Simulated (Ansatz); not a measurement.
A nudged elastic band was laid between two geometries of BClH3N + HO (8 atoms, charge 0, multiplicity 2).

Method: UKS B3LYP/def2-SVP in Ansatz 0.2.0.

```json
{
 "movable images": "7",
 "climbing image": "yes",
 "spring": "20.0 eV/Å²",
 "optimiser": "quadratic models (default)",
 "start path": "through a guess of the saddle point",
 "force threshold": "0.03 eV/Å",
 "iteration limit": "60",
 "end points": "relaxed"
}
```

First end point:

```xyz
8
Properties=species:S:1:pos:R:3
B 0.345 -0.062 -0.190
H 0.874 -0.319 0.865
Cl 1.386 0.097 -1.627
N -1.026 0.105 -0.272
H -1.609 0.010 0.558
H -1.514 0.321 -1.134
O -1.641 -0.421 2.637
H -0.664 -0.534 2.655
```

Last end point:

```xyz
8
Properties=species:S:1:pos:R:3
B 0.433 -0.166 -0.640
H -0.213 0.295 2.555
Cl 1.260 -0.140 -2.199
N -0.893 0.134 -0.420
H -1.276 0.090 0.528
H -1.543 0.407 -1.154
O -0.996 -0.266 2.458
H -0.620 -1.154 2.365
```

**Question.** What changes between the two ends?

**Answer.** Bonds broken: B1–H2. Bonds formed: H2–O7. BClH3N + HO becomes BClH2N + H2O.

**Question.** What energy profile does the band end with?

**Answer.** The forces met the threshold. The highest image is number 3 of 0 to 8, 9.4 kJ/mol above the first end and 59.7 kJ/mol above the last; the last end lies 50.3 kJ/mol below the first. Another band between the same ends (7 images) ends at a top of the same energy, where a vibrational analysis finds 1 clearly imaginary mode.

| image | path coordinate (Å) | energy (kJ/mol) | B1–H2 (Å) | H2–O7 (Å) |
| --- | --- | --- | --- | --- |
| 0 | 0.00 | 0.0 | 1.21 | 3.08 |
| 1 | 0.77 | 4.1 | 1.21 | 2.68 |
| 2 | 1.54 | 6.2 | 1.22 | 1.93 |
| 3 | 2.31 | 9.4 | 1.29 | 1.44 |
| 4 | 2.84 | -32.2 | 1.88 | 1.00 |
| 5 | 3.36 | -41.4 | 2.20 | 0.98 |
| 6 | 3.89 | -46.9 | 2.43 | 0.97 |
| 7 | 4.42 | -49.6 | 2.81 | 0.97 |
| 8 | 4.94 | -50.3 | 3.29 | 0.97 |

**Question.** What is the geometry of the highest image?

**Answer.** 
```xyz
8
Properties=species:S:1:pos:R:3:forces:R:3
B 0.019 0.073 0.036 -0.01 0.00 0.02
H 0.081 0.169 1.317 0.01 0.00 -0.02
Cl 1.510 -0.131 -0.894 0.01 0.00 -0.01
N -1.235 0.138 -0.537 -0.01 0.00 0.00
H -2.062 0.228 0.043 0.00 0.00 0.00
H -1.410 0.100 -1.536 0.00 0.00 0.00
O -0.597 -0.254 2.513 -0.01 0.00 0.01
H -0.153 -1.123 2.550 0.00 0.00 0.00
```

The run took 9.3 min on 2 threads of Arm Neoverse V1, on a shared host, peak memory 0.23 GiB.
